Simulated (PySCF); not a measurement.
PySCF input file for C4H7, SMILES [CH2]C(=C)C (connectivity only; charge and spin as stated), charge +1, multiplicity 1, B3LYP-D3(BJ)/def2-SVP. Geometry: B3LYP-D3(BJ)/def2-SVP. The spin state was assumed, not searched. The isomer is the one that the SMILES or the coordinates give; other isomers of the formula were not compared.

```python
import numpy as np
from pyscf import gto, scf, dft
from pyscf.hessian import thermo

mol = gto.M(
    atom='''
    C    -0.80004518    0.00143243   -1.17082406
    C    -0.04524677   -0.00072531   -0.00000001
    C    -0.80004519    0.00143244    1.17082406
    C     1.45990665   -0.00002037    0.00000000
    H    -0.32417059    0.03152871   -2.15873269
    H    -1.89527475   -0.01985614   -1.14470993
    H    -0.32417058    0.03152870    2.15873269
    H    -1.89527474   -0.01985614    1.14470993
    H     1.85882566    0.50068353   -0.89282317
    H     1.83382233   -1.03742732   -0.00000000
    H     1.85882567    0.50068353    0.89282317
    ''',
    basis='def2-SVP',
    charge=1,
    spin=0,
    max_memory=1600,
    verbose=3,
)
mf = dft.RKS(mol, xc='b3lyp').density_fit(auxbasis='def2-universal-jkfit')
mf.disp = 'd3bj'
mf.grids.level = 3
mf.conv_tol = 1e-11
mf.max_cycle = 100
mf.kernel()

# [left out here: the lines that compute and print the analytic Hessian (its translational invariance restored by hand, since the grid's response is missing), thermochemistry and intensities]
```

It prints:

```
converged SCF energy = -156.190462611412

WARN: DFTD3 does not support analytical Hessian, using finite difference


WARN: Mole.unit (angstrom) is changed to Bohr

Mode                                 0                   1                   2
Irrep
Freq [cm^-1]                       31.7039            243.6877            401.5459
Reduced mass [au]                   1.0572              1.2883              2.1862
Force const [Dyne/A]                0.0006              0.0451              0.2077
Char temp [K]                      45.6148            350.6124            577.7352
Normal mode                   x     y     z       x     y     z       x     y     z
       0   C                -0.01  0.04 -0.00   -0.00  0.04  0.01   -0.10 -0.00 -0.04
       1   C                -0.00  0.00 -0.01    0.01 -0.13 -0.00   -0.00 -0.00 -0.10
       2   C                 0.01 -0.04 -0.00   -0.00  0.04 -0.01    0.10  0.00 -0.04
       3   C                -0.00  0.00  0.01    0.00 -0.00  0.00   -0.00  0.00  0.12
       4   H                -0.01  0.08 -0.00   -0.03  0.56  0.01   -0.24 -0.01 -0.10
       5   H                -0.01  0.04  0.01    0.00 -0.25  0.01   -0.10  0.00  0.11
       6   H                 0.01 -0.08 -0.00   -0.03  0.56 -0.01    0.24  0.01 -0.10
       7   H                 0.01 -0.04  0.01    0.00 -0.25 -0.01    0.10 -0.00  0.11
       8   H                 0.02 -0.48 -0.25   -0.03  0.01 -0.00    0.21  0.04  0.24
       9   H                 0.00  0.00  0.58    0.07  0.02  0.00   -0.00  0.00  0.18
      10   H                -0.02  0.48 -0.25   -0.03  0.01  0.00   -0.21 -0.04  0.24
Mode                                 3                   4                   5
Irrep
Freq [cm^-1]                      449.3675            477.1185            637.8068
Reduced mass [au]                   2.1104              1.6661              1.0110
Force const [Dyne/A]                0.2511              0.2235              0.2423
[...]
       6   H                -0.02 -0.01 -0.04    0.30  0.02 -0.21   -0.09  0.08  0.08
       7   H                 0.09  0.02 -0.24   -0.08 -0.01  0.38   -0.00  0.22 -0.04
       8   H                -0.18 -0.02 -0.01   -0.30 -0.04 -0.10    0.27 -0.23 -0.08
       9   H                -0.23 -0.01  0.00    0.00  0.00 -0.15   -0.54 -0.08 -0.00
      10   H                -0.18 -0.02  0.01    0.30  0.04 -0.10    0.27 -0.23  0.08
Mode                                 9                  10                  11
Irrep
Freq [cm^-1]                     1043.2008           1060.0588           1122.2334
Reduced mass [au]                   1.5642              1.4528              1.3318
Force const [Dyne/A]                1.0030              0.9619              0.9882
Char temp [K]                    1500.9336           1525.1887           1614.6440
Normal mode                   x     y     z       x     y     z       x     y     z
       0   C                 0.03  0.01 -0.12    0.08 -0.00  0.03   -0.00  0.11  0.00
       1   C                 0.02  0.01 -0.00   -0.00 -0.00 -0.01   -0.00 -0.00 -0.00
       2   C                 0.03  0.01  0.12   -0.08  0.00  0.03    0.00 -0.10  0.00
       3   C                -0.03 -0.03 -0.00    0.00 -0.00 -0.12    0.00  0.00 -0.00
       4   H                -0.36 -0.02 -0.32   -0.10  0.02 -0.05    0.01 -0.50 -0.01
       5   H                 0.04 -0.06  0.23    0.09 -0.02  0.28    0.01 -0.34 -0.00
       6   H                -0.36 -0.02  0.32    0.10 -0.02 -0.05   -0.01  0.50 -0.01
       7   H                 0.04 -0.06 -0.23   -0.09  0.02  0.28   -0.01  0.34 -0.00
       8   H                -0.09  0.05  0.02    0.43  0.07  0.12    0.01  0.00  0.00
       9   H                 0.12  0.02 -0.00    0.00  0.00  0.22   -0.00 -0.00  0.01
      10   H                -0.09  0.05 -0.02   -0.43 -0.07  0.12   -0.01 -0.00  0.00
Mode                                12                  13                  14
Irrep
Freq [cm^-1]                     1124.0486           1389.5779           1396.9614
Reduced mass [au]                   1.5361              1.2316              1.3362
Force const [Dyne/A]                1.1435              1.4011              1.5363
Char temp [K]                    1617.2556           1999.2932           2009.9164
Normal mode                   x     y     z       x     y     z       x     y     z
       0   C                 0.00 -0.10 -0.00   -0.02  0.00 -0.00   -0.00 -0.00  0.02
       1   C                 0.00  0.10 -0.00    0.11 -0.00  0.00    0.00 -0.00 -0.14
       2   C                 0.00 -0.10  0.00   -0.02  0.00  0.00    0.00  0.00  0.02
       3   C                -0.00 -0.04 -0.00    0.07 -0.01 -0.00    0.00 -0.00  0.04
       4   H                -0.01  0.37  0.01   -0.12 -0.01 -0.06    0.36  0.01  0.21
       5   H                -0.01  0.39  0.01   -0.04  0.00 -0.27    0.02  0.00  0.34
       6   H                -0.01  0.37 -0.01   -0.12 -0.01  0.06   -0.36 -0.01  0.21
       7   H                -0.01  0.39 -0.01   -0.04  0.00  0.27   -0.02 -0.00  0.34
       8   H                -0.07  0.08  0.03   -0.39  0.17 -0.09    0.04 -0.16 -0.04
       9   H                 0.14  0.01  0.00   -0.45 -0.19  0.00   -0.00 -0.00 -0.30
      10   H                -0.07  0.08 -0.03   -0.39  0.17  0.09   -0.04  0.16 -0.04
Mode                                15                  16                  17
Irrep
Freq [cm^-1]                     1416.9281           1450.0172           1466.6339
Reduced mass [au]                   1.5203              1.0476              1.1354
Force const [Dyne/A]                1.7984              1.2978              1.4390
Char temp [K]                    2038.6440           2086.2519           2110.1596
Normal mode                   x     y     z       x     y     z       x     y     z
       0   C                -0.03 -0.00  0.00    0.02  0.00  0.02    0.01 -0.00 -0.00
       1   C                 0.14  0.01 -0.00    0.00 -0.00  0.03   -0.06  0.02  0.00
       2   C                -0.03 -0.00 -0.00   -0.02 -0.00  0.02    0.01 -0.00  0.00
       3   C                -0.09  0.02  0.00    0.00 -0.00  0.04    0.07  0.04  0.00
       4   H                -0.14 -0.00 -0.06   -0.19 -0.00 -0.08    0.07  0.01  0.03
       5   H                -0.04  0.00 -0.33    0.01  0.00 -0.18    0.02 -0.00  0.14
       6   H                -0.14 -0.00  0.06    0.19  0.00 -0.08    0.07  0.01 -0.03
       7   H                -0.04  0.00  0.33   -0.01 -0.00 -0.18    0.02 -0.00 -0.14
       8   H                 0.08 -0.28 -0.09    0.30 -0.34 -0.03   -0.34 -0.36 -0.39
       9   H                 0.37  0.18 -0.00   -0.00 -0.00 -0.61    0.15  0.06 -0.00
      10   H                 0.08 -0.28  0.09   -0.30  0.34 -0.03   -0.34 -0.36  0.39
Mode                                18                  19                  20
Irrep
Freq [cm^-1]                     1556.9067           1590.7759           3049.6850
Reduced mass [au]                   2.0488              3.1612              1.0397
Force const [Dyne/A]                2.9260              4.7133              5.6972
Char temp [K]                    2240.0422           2288.7724           4387.8178
Normal mode                   x     y     z       x     y     z       x     y     z
       0   C                -0.08  0.00 -0.08    0.05 -0.00  0.10   -0.00  0.00 -0.00
       1   C                 0.14  0.00 -0.00    0.00  0.00 -0.19    0.00  0.00  0.00
       2   C                -0.08  0.00  0.08   -0.05  0.00  0.10   -0.00  0.00  0.00
       3   C                -0.03 -0.00 -0.00   -0.00 -0.00  0.01   -0.05  0.02  0.00
       4   H                 0.36  0.00  0.12   -0.19 -0.00  0.00   -0.01 -0.00  0.01
       5   H                -0.07 -0.01  0.26    0.06  0.01 -0.25    0.01  0.00 -0.00
       6   H                 0.36  0.00 -0.12    0.19  0.00  0.00   -0.01 -0.00 -0.01
       7   H                -0.07 -0.01 -0.26   -0.06 -0.01 -0.25    0.01  0.00  0.00
       8   H                -0.03  0.01  0.01   -0.12  0.06 -0.01    0.16  0.22 -0.38
       9   H                -0.04 -0.01  0.00    0.00 -0.00  0.09    0.24 -0.68 -0.00
      10   H                -0.03  0.01 -0.01    0.12 -0.06 -0.01    0.16  0.22  0.38
Mode                                21                  22                  23
Irrep
Freq [cm^-1]                     3133.5165           3137.7936           3138.3378
Reduced mass [au]                   1.1003              1.0615              1.0593
Force const [Dyne/A]                6.3656              6.1580              6.1473
Char temp [K]                    4508.4326           4514.5864           4515.3694
Normal mode                   x     y     z       x     y     z       x     y     z
       0   C                 0.00  0.00 -0.00    0.03 -0.00  0.04    0.02 -0.00  0.04
       1   C                 0.00  0.00  0.00   -0.00 -0.00 -0.01   -0.00 -0.00  0.00
       2   C                 0.00  0.00  0.00   -0.02  0.00  0.04    0.02 -0.00 -0.04
       3   C                -0.01 -0.09 -0.00   -0.00 -0.00 -0.00   -0.00  0.00  0.00
       4   H                -0.00 -0.00  0.00    0.22  0.01 -0.44    0.22  0.01 -0.45
       5   H                -0.00 -0.00 -0.00   -0.48 -0.01  0.02   -0.46 -0.01  0.02
       6   H                -0.00 -0.00 -0.00   -0.22 -0.01 -0.44    0.22  0.01  0.46
       7   H                -0.00 -0.00  0.00    0.47  0.01  0.02   -0.47 -0.01 -0.02
       8   H                 0.18  0.22 -0.41   -0.01 -0.01  0.02    0.01  0.01 -0.01
       9   H                -0.22  0.59 -0.00   -0.00  0.00 -0.00    0.01 -0.02  0.00
      10   H                 0.18  0.22  0.41    0.01  0.01  0.02    0.01  0.01  0.01
Mode                                24                  25                  26
Irrep
Freq [cm^-1]                     3163.9429           3251.6940           3253.3028
Reduced mass [au]                   1.1071              1.1221              1.1217
Force const [Dyne/A]                6.5297              6.9905              6.9950
Char temp [K]                    4552.2094           4678.4637           4680.7783
Normal mode                   x     y     z       x     y     z       x     y     z
       0   C                 0.00  0.00  0.00    0.06  0.00 -0.04    0.06  0.00 -0.04
       1   C                 0.00 -0.00 -0.00    0.00  0.00 -0.00    0.00 -0.00 -0.00
       2   C                -0.00 -0.00  0.00   -0.06 -0.00 -0.04    0.06  0.00  0.04
       3   C                -0.00 -0.00  0.09    0.00 -0.00 -0.00   -0.00  0.00 -0.00
       4   H                 0.00 -0.00 -0.01   -0.20 -0.01  0.42   -0.20 -0.01  0.40
       5   H                -0.02  0.00 -0.00   -0.48 -0.01  0.02   -0.49 -0.01  0.02
       6   H                -0.00  0.00 -0.01    0.20  0.01  0.42   -0.20 -0.01 -0.40
       7   H                 0.02 -0.00 -0.00    0.48  0.01  0.02   -0.49 -0.01 -0.02
       8   H                 0.24  0.31 -0.54   -0.00 -0.00  0.00   -0.00 -0.00  0.00
       9   H                -0.00  0.00  0.01   -0.00  0.00 -0.00    0.00 -0.01  0.00
      10   H                -0.24 -0.31 -0.54    0.00  0.00  0.00   -0.00 -0.00 -0.00
temperature 298.1500 [K]
pressure 101325.00 [Pa]
Rotational constants [GHz] 10.49230 8.37001 4.79668
Symmetry number 1
Zero-point energy (ZPE) 0.09535 [Eh]   250331.182 [J/mol]
                           tot       elec      trans        rot        vib
Entropy [J/mol/K]       306.109      0.000    158.747    101.039     46.323
Cv [J/mol/K]             74.827      0.000     12.472     12.472     49.884
Cp [J/mol/K]             83.142      0.000     20.786     12.472     49.884
Internal energy [J/mol]                      3718.434   3718.434 257174.225
Internal energy [Eh]   -156.08968  -156.19046
Enthalpy [J/mol]                             6197.391   3718.434 257174.225
Enthalpy [Eh]          -156.08873
Gibbs free energy [J/mol]                  -41132.936 -26406.380 243363.106
Gibbs free energy [Eh] -156.12349
mode   freq/cm-1   IR/(km/mol)
   1       31.70         1.783
   2      243.69         5.786
   3      401.55         0.000
   4      449.37         0.087
   5      477.12        12.283
   6      637.81         0.105
   7      861.27         4.014
   8      971.43         0.641
   9     1032.56         0.889
  10     1043.20         0.778
  11     1060.06        20.093
  12     1122.23         0.087
  13     1124.05        19.933
  14     1389.58         7.184
  15     1396.96        89.418
  16     1416.93         7.591
  17     1450.02        41.407
  18     1466.63        12.438
  19     1556.91        24.239
  20     1590.78       153.509
  21     3049.69         2.286
  22     3133.52         1.603
  23     3137.79        12.785
  24     3138.34         3.487
  25     3163.94         0.496
  26     3251.69         8.365
  27     3253.30        17.037
max |gradient| / (hartree/bohr): 5.083434489778344e-05
APT charges: [ 0.3158 -0.2572  0.3158 -0.0423  0.1307  0.1069  0.1307  0.1069  0.0586
  0.0757  0.0586]
```

Self-consistency was reached.
